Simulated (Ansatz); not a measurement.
`[SH][Ge][Cl]` and `[NH2][Ge][SH]` differ in one atom or group.

Ansatz, PBE0-D4/def2-TZVP geometries, multiplicity 1. Each molecule was computed in one conformer, which needn't be the lowest.

Outer-core shells of Ge are correlated without core-valence functions. Scalar relativity is left out up to krypton. Spin–orbit coupling is left out.

| property | `[SH][Ge][Cl]` |
| --- | --- |
| vertical ionisation energy (CCSD(T)/def2-TZVPP) / eV | 9.71 |
| LUMO energy (ωB97M-V/def2-TZVPP) / eV | -0.78 |
| size of the dipole moment (PBE/def2-TZVPP) / D | 0.86 |
| HOMO–LUMO gap (B3LYP/def2-TZVPP) / eV | 4.49 |
| size of the dipole moment (ωB97M-V/def2-TZVPP) / D | 1.05 |
| HOMO–LUMO gap (PBE0/def2-TZVPP) / eV | 4.88 |

(1) What does the change do to each property? (Best estimate.)

Answers

(1) Ansatz gave: 
```json
{"property": "vertical ionisation energy (CCSD(T)/def2-TZVPP) / eV", "`[NH2][Ge][SH]`": "9.09", "shift": "-0.62"}
{"property": "LUMO energy (ωB97M-V/def2-TZVPP) / eV", "`[NH2][Ge][SH]`": "0.44", "shift": "1.22"}
{"property": "size of the dipole moment (PBE/def2-TZVPP) / D", "`[NH2][Ge][SH]`": "1.49", "shift": "0.63"}
{"property": "HOMO–LUMO gap (B3LYP/def2-TZVPP) / eV", "`[NH2][Ge][SH]`": "5.08", "shift": "0.59"}
{"property": "size of the dipole moment (ωB97M-V/def2-TZVPP) / D", "`[NH2][Ge][SH]`": "1.57", "shift": "0.52"}
{"property": "HOMO–LUMO gap (PBE0/def2-TZVPP) / eV", "`[NH2][Ge][SH]`": "5.46", "shift": "0.58"}
```

With PBE0 the HOMO rises by 0.65 eV and the LUMO rises by 1.23 eV, so the gap widens by about 0.58 eV. PBE moves the HOMO by 0.61 eV and ωB97M-V by 0.63 eV. The zero-point energy changes by 64.8 kJ/mol with +6 modes. Dipoles are sizes alone; their direction can turn.

B3LYP here is the variant with VWN-RPA as its local correlation; programs differ in this.
